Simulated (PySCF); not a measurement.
## Spin-rotation constants: SMILES C1=COC=CC1Br, C$_{5}$H$_{5}$BrO

Geometry:
```json
{"atom": "Br1", "x (Å)": "-0.557", "y (Å)": "-2.459", "z (Å)": "1.126"}
{"atom": "C2", "x (Å)": "0.013", "y (Å)": "-1.042", "z (Å)": "-0.360"}
{"atom": "C3", "x (Å)": "-1.116", "y (Å)": "-0.125", "z (Å)": "-0.562"}
{"atom": "C4", "x (Å)": "-1.072", "y (Å)": "1.128", "z (Å)": "-0.107"}
{"atom": "O5", "x (Å)": "0.012", "y (Å)": "1.695", "z (Å)": "0.470"}
{"atom": "C6", "x (Å)": "1.126", "y (Å)": "0.932", "z (Å)": "0.543"}
{"atom": "C7", "x (Å)": "1.204", "y (Å)": "-0.333", "z (Å)": "0.127"}
{"atom": "H8", "x (Å)": "0.196", "y (Å)": "-1.733", "z (Å)": "-1.180"}
{"atom": "H9", "x (Å)": "-2.011", "y (Å)": "-0.502", "z (Å)": "-1.028"}
{"atom": "H10", "x (Å)": "-1.888", "y (Å)": "1.827", "z (Å)": "-0.197"}
{"atom": "H11", "x (Å)": "1.964", "y (Å)": "1.485", "z (Å)": "0.938"}
{"atom": "H12", "x (Å)": "2.132", "y (Å)": "-0.873", "z (Å)": "0.204"}
```

Level of theory: PySCF, GIAO wB97X-D/pcSseg-1 magnetisability, rotational g tensor and spin-rotation constants, non-relativistic, gas phase. Geometry: GFN2-xTB.

The calculation is non-relativistic, which matters for the atoms heavier than Zn.

(1) Give the nuclear spin-rotation constants along the inertial axes (H = +C I·J) beside the isotropic shieldings.

(2) How do the rotational constants and the g tensor change when H8, H9, H10, H11, H12 are replaced by deuterium?

Answers

(1) Rotational constants 4.2598, 1.0442, 0.9447 GHz. A star marks the isotopologue with that one atom substituted, in its own axes.
```csv
atom,isotope,Caa (kHz),Cbb (kHz),Ccc (kHz),mean (kHz),σ (ppm)
Br1,79Br,2.932,3.498,3.323,3.251,1475.9
H8,1H,-0.321,-0.095,0.045,-0.124,25.6
H9,1H,-0.376,0.064,-0.096,-0.136,26.0
H10,1H,-0.246,0.040,-0.087,-0.097,24.8
H11,1H,-0.241,0.040,-0.087,-0.096,24.8
H12,1H,-0.376,0.064,-0.096,-0.136,26.0
C2,13C*,0.900,0.232,0.199,0.444,119.9
C3,13C*,0.976,0.466,0.176,0.539,72.8
C4,13C*,1.243,0.525,0.227,0.665,32.9
O5,17O*,-0.934,-0.316,-0.107,-0.453,135.5
```
For the geometry as given, no vibrational averaging.

(2) Constants 3.5552, 1.0021, 0.8912 GHz; g -0.0152, -0.0164, -0.0093, against -0.0179, -0.0170, -0.0098 before.
